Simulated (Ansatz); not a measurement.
The cluster MoAu₄⁻, 5 atoms. Hardware: 4 threads of Arm Neoverse V2 on a shared host.

In the def2 sets Au, Mo take a core potential; there is no spin–orbit coupling. Correlated methods freeze no core orbitals; core or outer-core shells of Mo, Au are correlated, in sets that lack core-valence functions.

Problem. How many basis functions does each of these Ansatz runs have, and roughly what does it cost? PBE0-D4/def2-TZVPD, charge -1 doublet, energy, from earlier orbitals; r2SCAN-D4/def2-TZVPD, charge -1 doublet, energy, from earlier orbitals; B3LYP-D4/def2-TZVPD, charge -1 doublet, energy, from earlier orbitals; PBE-QIDH/def2-TZVPD, charge -1 doublet, energy, from earlier orbitals; PBE-D4/def2-SVP, charge -1 doublet, energy with a search over starts; MP2/def2-TZVPD, charge -1 doublet, energy, from earlier orbitals; revPBE-D4/def2-TZVPD, charge -1 doublet, energy, from earlier orbitals; RPA@PBE/def2-TZVPD, charge -1 doublet, energy, from earlier orbitals; PBE-D4/def2-TZVPD, charge -1 doublet, energy and forces, from earlier orbitals; r2SCAN-D4/def2-SVPD, charge -1 doublet, relaxation, 22 steps.

Solution. Other jobs shared the machine, so times can vary by a factor of up to 3.

| run | functions | fitting or Cholesky vectors | wall time | peak host memory (GiB) |
| --- | --- | --- | --- | --- |
| RPA@PBE/def2-TZVPD, charge -1 doublet, energy, from earlier orbitals | 212 | 1865 | 19 s | 0.96 |
| revPBE-D4/def2-TZVPD, charge -1 doublet, energy, from earlier orbitals | 212 | 1780 | 20 s | 0.81 |
| PBE-D4/def2-TZVPD, charge -1 doublet, energy and forces, from earlier orbitals | 212 | 1780 | 20 s | 0.81 |
| PBE-QIDH/def2-TZVPD, charge -1 doublet, energy, from earlier orbitals | 212 | 1865 | 34 s | 1.1 |
| MP2/def2-TZVPD, charge -1 doublet, energy, from earlier orbitals | 212 | 1865 | 35 s | 1.2 |
| B3LYP-D4/def2-TZVPD, charge -1 doublet, energy, from earlier orbitals | 212 | 1971 | 37 s | 1.7 |
| PBE0-D4/def2-TZVPD, charge -1 doublet, energy, from earlier orbitals | 212 | 2022 | 38 s | 1.7 |
| PBE-D4/def2-SVP, charge -1 doublet, energy with a search over starts | 159 | 1583 | 55 s | 0.62 |
| r2SCAN-D4/def2-TZVPD, charge -1 doublet, energy, from earlier orbitals | 212 | 1780 | 56 s | 0.96 |
| r2SCAN-D4/def2-SVPD, charge -1 doublet, relaxation, 22 steps | 174 | 1614 | 6.3 min | 0.58 |
